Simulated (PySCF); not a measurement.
C₃H₆OSi, SMILES C(#C)[SiH2]CO.

Geometry: TPSSh-D3(BJ)/def2-SVP. This is a generated structure with no PubChem entry under its InChIKey; it may be hypothetical. One conformer was computed; it need not be the lowest.

Calculation: PySCF 2.14.0 with TPSSh-D3(BJ)/def2-SVP.

Frequencies are harmonic and unscaled.

Problem. List the normal modes with their intensities. (Estimate from the structure and the level; the computed values follow.)

Solution. 
```tsv
mode	ν (cm⁻¹)	IR (km/mol)	moving atoms (share of kinetic energy)
1	77	2.3	O 45 %, C 29 %, H 16 %, Si 10 %
2	129	15.3	C 45 %, H 40 %
3	223	2.9	C 38 %, O 31 %, H 24 %
4	238	8.6	C 67 %, H 31 %
5	256	86.3	H 81 %, C 9 %
6	353	46.2	C 56 %, H 29 %, Si 12 %
7	562	51.9	H 51 %, Si 29 %, C 11 %, O 9 %
8	608	49.9	C 55 %, Si 25 %, H 20 %
9	680	22.4	C 38 %, H 36 %, Si 25 %
10	726	8.1	H 77 %, C 19 %
11	728	33.7	H 80 %, C 19 %
12	732	39.6	H 79 %, C 20 %
13	805	65.9	H 70 %, C 19 %, Si 10 %
14	904	212.1	H 76 %, Si 12 %, C 11 %
15	954	107.5	H 95 %
16	1071	60.4	C 50 %, O 44 %
17	1180	32.7	H 97 %
18	1225	7.1	H 91 %
19	1373	6.3	H 68 %, C 26 %
20	1485	5.4	H 92 %
21	2136	32.0	C 90 %, H 9 %
22	2251	111.6	H 97 %
23	2275	96.7	H 97 %
24	2954	51.5	H 95 %
25	2998	43.9	H 91 %, C 9 %
26	3458	42.9	H 86 %, C 14 %
27	3774	27.8	H 94 %
```
